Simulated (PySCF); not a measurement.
**Sn(3+) (tin, charge +3): B3LYP calculation**

Configuration: [Kr] 4d10 5s1, 2S determinant. All numbers are calculated (PySCF 2.14, scalar relativity through the core potential, in aug-cc-pVDZ-PP with ECP28MDF (5s4p3d, 32 functions)).

```json
{
  "Total energy": "-212.3960 hartree",
  "One-electron energy": "-352.9075 hartree",
  "Hartree (Coulomb) energy": "157.8014 hartree",
  "Exchange-correlation energy": "-17.2899 hartree",
  "⟨S²⟩": "0.7501",
  "⟨L²⟩": "0.000",
  "Sum of ⟨r⟩": "20.06 bohr",
  "Sum of ⟨r²⟩": "25.67 bohr²",
  "Time after the integrals": "0.16 s of wall time on 1 thread of Intel(R) Xeon(R) Platinum 8559C (shared host)"
}
```

| shell | electrons | mean orbital energy (hartree) | rms radius, mean of both spins (bohr) |
| --- | --- | --- | --- |
| 4s α | 1 | -6.19953 | 0.877 |
| 4s β | 1 | -6.19179 | 0.877 |
| 4p α | 3 | -4.53766 | 0.951 |
| 4p β | 3 | -4.53149 | 0.951 |
| 4d α | 5 | -2.10996 | 1.17 |
| 4d β | 5 | -2.10007 | 1.17 |
| 5s α | 1 | -1.38026 | 2.25 |

Energies and moments cover only the electrons outside the core potential.
